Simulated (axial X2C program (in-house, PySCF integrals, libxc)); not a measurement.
**Excited states of SnTe by EOM-EE-CCSD**

Calculated with an in-house all-electron X2C program for linear molecules (integrals from PySCF): two-component X2C with atomic mean-field Coulomb and Gaunt terms, Gaussian nuclei, basis Te dyall-acv3z, Sn dyall-acv3z with contracted cores.

R = 2.529 Å (near the PBE0 minimum at charge 0 of the determinant lowest at the starting distance; the state shown can have its own minimum elsewhere).

Hartree–Fock spinors of SnTe (one of each Kramers pair; a window near the gap, which can cut inner shells):

| ω | occupied | ε (eV) | character |
| --- | --- | --- | --- |
| 1/2 | yes | -21.05 | 62% Te s, 14% Sn s, 11% Sn p |
| 1/2 | yes | -14.45 | 50% Sn s, 26% Te p, 12% Te s |
| 1/2 | yes | -9.14 | 53% Te p, 30% Sn p, 8% Sn s |
| 1/2 | yes | -8.57 | 59% Te p, 29% Sn p, 5% Sn d |
| 3/2 | yes | -8.14 | 67% Te p, 21% Sn p, 6% Sn d |
| 1/2 | no | -0.34 | 61% Sn p, 12% Te d, 11% Sn d |
| 3/2 | no | -0.15 | 59% Sn p, 13% Sn d, 12% Te d |
| 1/2 | no | 0.70 | 76% Sn p, 17% Sn s, 3% Te p |
| 1/2 | no | 0.94 | 64% Sn s, 15% Sn p, 7% Sn d |
| 1/2 | no | 1.04 | 91% Sn p, 3% Te p, 2% Te d |
| 3/2 | no | 1.07 | 92% Sn p, 4% Te p, 3% Te d |

Vertical excitation energies from the closed-shell determinant state of SnTe:

| Ω | excitation (eV) | cm⁻¹ | hole of the leading pair | particle of the leading pair | weight of the pair (for Ω = 0 its time-reversed partner can hold as much again) | singles weight |
| --- | --- | --- | --- | --- | --- | --- |
| 1 | 1.965 | 15852 | 67% Te pπ, 21% Sn pπ, 7% Sn dπ | 60% Sn pπ, 14% Te dπ, 14% Te pπ | 0.79 | 0.93 |
| 0⁻ | 2.065 | 16656 | 48% Te pπ, 16% Sn pπ, 13% Sn pσ | 61% Sn pπ, 13% Te pπ, 13% Te dπ | 0.25 | 0.94 |
| 2 | 2.254 | 18181 | 67% Te pπ, 21% Sn pπ, 7% Sn dπ | 61% Sn pπ, 14% Te dπ, 13% Te pπ | 0.84 | 0.92 |
| 1 | 2.376 | 19160 | 33% Te pπ, 22% Sn pσ, 18% Te pσ | 62% Sn pπ, 13% Te pπ, 13% Te dπ | 0.82 | 0.94 |
| 0⁺ | 2.393 | 19300 | 41% Sn pσ, 34% Te pσ, 13% Sn sσ | 63% Sn pπ, 12% Te pπ, 11% Te dπ | 0.44 | 0.94 |
| 3 | 2.406 | 19403 | 67% Te pπ, 21% Sn pπ, 7% Sn dπ | 58% Sn pπ, 16% Te pπ, 15% Te dπ | 0.93 | 0.93 |
| 0⁻ | 2.428 | 19583 | 42% Sn pσ, 36% Te pσ, 14% Sn sσ | 63% Sn pπ, 12% Te pπ, 11% Te dπ | 0.35 | 0.94 |

This point took 21 s on 1 thread of Arm Neoverse V2, with other jobs on the host.

Reference electrons by ω block (each with its −ω partner): 1/2: 32, 3/2: 15, 5/2: 4. 10 electrons of SnTe correlated (inner shells frozen), 88 natural virtual spinors (a truncated set); levels can be off by some tenths of an eV. Roots sought by Ω: (0: 5, 1: 4, 2: 3, 3: 1); rows need 60 % singles weight and stop where some Ω has no more roots. Missing are any skipped roots, higher Ω and states of a further excitation; these come out far too high here and may in truth be low or lowest. T1 of the reference 0.030 (Lee–Taylor). Number of frozen shells: Te 4 s, 3 p, 2 d; Sn 4 s, 3 p, 2 d. Large amplitudes in the reference (orbital relaxation or multireference character) lower the reliability.
